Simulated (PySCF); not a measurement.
CH₆FNOSi₂, SMILES N1[SiH2]O[Si@H](F)C1. Atoms are numbered in the order given.

```xyz
12

F      0.7275    -2.0328    -0.8558
Si     0.3623    -1.0559     0.3902
C     -1.4425    -0.5046     0.2848
N     -1.3830     0.8984    -0.1277
Si     0.1530     1.7014    -0.1380
O      1.1452     0.3948     0.2268
H      0.7772    -1.7754     1.6137
H     -1.9536    -0.6462     1.2575
H     -1.9742    -1.1328    -0.4535
H     -2.2715     1.3439    -0.3222
H      0.5098     2.2942    -1.4568
H      0.3241     2.7542     0.9038
```
Charge 0, spin multiplicity 1.

Geometry: ωB97X-D3(BJ)/def2-SVP. The structure was generated by enumeration; whether it is a known compound was not checked. Other conformers were not sampled.

Computed with PBE/def2-TZVP in PySCF.

Computed frontier levels, gap, dipole moment and polarisability:
```json
{
  "highest_occupied_level": "-5.65 eV",
  "lowest_empty_level": "-0.69 eV",
  "orbital_gap": "4.96 eV",
  "dipole_moment": "2.65 D",
  "quadrupole, principal values (traceless, Buckingham form, about the centre of nuclear charge)": "-6.17, 1.70, 4.47 D·Å",
  "mean_static_polarisability": "67.7 bohr³ (10.03 Å³)",
  "polarisability_principal_values": "59.8, 64.9, 78.3 bohr³"
}
```
